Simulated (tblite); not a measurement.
Compound: C3H13NO2Si2.
SMILES with atom numbers: `[NH2:1][Si@H:2]([CH2:3][CH2:4][CH2:5][OH:6])[O:7][SiH3:8]` (hydrogens: H9, H10 on N1; H11 on Si2; H12, H13 on C3; H14, H15 on C4; H16, H17 on C5; H18 on O6; H19, H20, H21 on Si8)

Computed geometry: GFN2-xTB, gas phase.

Question: Give the optimised bond lengths and angles.

Answer: 
```tsv
bond	length (Å)	order
N1–Si2	1.727	single
Si2–C3	1.903	single
C3–C4	1.525	single
C4–C5	1.526	single
C5–O6	1.407	single
Si2–O7	1.627	single
O7–Si8	1.619	single
N1–H9, N1–H10	1.007	single
Si2–H11	1.461	single
C3–H12	1.090	single
C3–H13	1.092	single
C4–H14	1.094	single
C4–H15	1.094	single
C5–H16	1.101	single
C5–H17	1.092	single
O6–H18	0.963	single
Si8–H19, Si8–H20, Si8–H21	1.463	single
```

Bonds in one row agree within 0.01 Å and their mean is given. Orders are formal, as drawn. A selection of angles:
```tsv
angle	degrees
N1–Si2–C3	104.7
N1–Si2–O7	110.6
C3–Si2–O7	112.0
Si2–C3–C4	115.5
C3–C4–C5	112.3
C4–C5–O6	112.9
Si2–O7–Si8	154.9
H9–N1–Si2	117.6
H10–N1–Si2	119.1
H18–O6–C5	108.6
```

Dihedral angles: N1–Si2–C3–C4 145° (anticlinal); Si2–C3–C4–C5 61° (synclinal); C3–C4–C5–O6 -66° (synclinal); N1–Si2–O7–Si8 167° (antiperiplanar); H18–O6–C5–C4 -58° (synclinal).

Si8 (oxygen-bound silicon) is distorted tetrahedral (angles from 103.0° to 112.5°). O6 (alcohol oxygen) is bent (angle 108.6°). Si2 (oxygen-bound silicon) is distorted tetrahedral (angles from 104.6° to 116.3°). N1 (silicon-bound nitrogen) is pyramidal (angles 119.1°, 117.6° and 109.2°, sum 345.8°, 0.26 Å off the plane of its three neighbours). Of the pairs four or more bonds apart, Si2···O6 is among the closest relative to their van der Waals radii: 2.96 Å, 82 % of the sum of Bondi's values.

Point group: C1 (no symmetry element, even within 0.4 Å). GFN2-xTB frequencies show an imaginary mode (33i cm⁻¹), so the point is no minimum at that level. Torsions: H–N1–Si2–C3 174° and 38°, N1–Si2–C3–C4 145°, Si2–C3–C4–C5 61°, C3–C4–C5–O6 -66°, C4–C5–O6–H -58°. 3 starts were optimised and ended at 0.00, 0.04 and 2.47 kcal/mol (GFN2-xTB); the lowest of these is shown.
